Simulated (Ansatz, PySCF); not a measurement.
C₂H₁₀O₂Si₂, SMILES C([SiH](CO)[SiH3])O.

Geometry optimised at r2SCAN-D4/def2-SVP. The structure was generated by enumeration, and PubChem lists no compound with its InChIKey, so it may never have been made. The values are those of a single conformer.

Vertical ionisation energy (IE) and electron affinity (EA) in eV. Rows of orbital energies are one-electron estimates. Where ΔSCF, EOM or ADC give a negative EA the extra electron is unbound and the value depends on the basis.

```csv
level,IE,EA
"−ε(HOMO), −ε(LUMO), r2SCAN/def2-TZVP (PySCF)",6.10,0.65
"−ε(HOMO), −ε(LUMO), PBE/def2-TZVP (PySCF)",5.80,0.96
"ΔSCF, PBE0/def2-SVPD (Ansatz), final states of multiplicity 2 and 2",9.24,-1.14
"ΔSCF, PBE/def2-SVPD (Ansatz), final states of multiplicity 2 and 2",8.71,-0.91
```

Task: What vertical singlet–triplet gap does ΔSCF give with PBE0/def2-SVPD (Ansatz, a program for electronic structure) and with PBE/def2-SVPD (Ansatz)? (The exact figures need the calculation; the answer reports its results.)

Result: 5.74 and 5.08 eV (triplet above singlet where positive).
